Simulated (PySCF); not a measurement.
How far are cheaper levels from CCSD(T)/CBS for GeB?

PySCF; the state is a quartet (σ ↑, π ↑↑). The composite is CCSD(T) extrapolated to the basis-set limit from two correlation-consistent sets, with core-valence (CV) and scalar-relativistic (SR) terms as its label shows; it has no spin–orbit coupling and nothing beyond (T). Here it is CCSD(T)/CBS(DT)+CV. It gives Re = 1.976 Å, ωe = 639 cm⁻¹ and De = 2.99 eV to Ge + B.

| level | basis | relativity | Re (Å) | ωe (cm⁻¹) | De (eV) |
| --- | --- | --- | --- | --- | --- |
| UHF | x2c-SVPall | spin-free X2C | 1.935 | 743 | 2.07 |
| UHF | def2-TZVPP | no relativity | 1.944 | 715 | 2.02 |
| UHF-MP2 | x2c-SVPall | spin-free X2C | 1.974 | 666 | 2.92 |
| UHF-SCS-MP2 | cc-pVDZ-PP/cc-pVDZ | scalar-relativistic core potentials | 2.002 | 648 | 2.43 |
| UHF-CCSD(T) | def2-TZVPP | no relativity | 1.993 | 636 | 2.95 |
| LDA | cc-pVDZ-PP/cc-pVDZ | scalar-relativistic core potentials | 1.990 | 637 | 3.98 |
| PBE | x2c-SVPall | spin-free X2C | 1.999 | 627 | 3.54 |
| PBEsol | pcseg-1 | no relativity | 1.998 | 631 | 3.69 |
| revPBE | def2-TZVPPD | no relativity | 2.011 | 613 | 3.31 |
| B3LYP | pcseg-1 | no relativity | 1.999 | 627 | 2.97 |

Q: Give the difference of each row from the composite.

A: 

```tsv
level	basis	ΔRe (pm)	Δωe (%)	ΔDe (eV)
UHF	x2c-SVPall	-4.1	+16.3	-0.92
UHF	def2-TZVPP	-3.2	+11.9	-0.97
UHF-MP2	x2c-SVPall	-0.2	+4.2	-0.07
UHF-SCS-MP2	cc-pVDZ-PP/cc-pVDZ	+2.6	+1.4	-0.56
UHF-CCSD(T)	def2-TZVPP	+1.7	-0.5	-0.04
LDA	cc-pVDZ-PP/cc-pVDZ	+1.4	-0.3	+0.99
PBE	x2c-SVPall	+2.3	-1.9	+0.55
PBEsol	pcseg-1	+2.2	-1.3	+0.70
revPBE	def2-TZVPPD	+3.5	-4.1	+0.32
B3LYP	pcseg-1	+2.3	-1.9	-0.02
```

Q: Which rows come closest in De?

A: B3LYP in pcseg-1 (-0.02 eV), counted from the composite.

Correlated steps freeze the inner cores (5 to 10 orbitals); shallow outer-core shells are correlated. Correlated levels converge slowly with the basis: in double zeta they bind strong bonds too weakly, by up to about 1 eV, and carry superposition errors of some tenths. Spin–orbit coupling is left out. The state is the lowest determinant that a PBE0 search found; another state may lie lower at other levels.
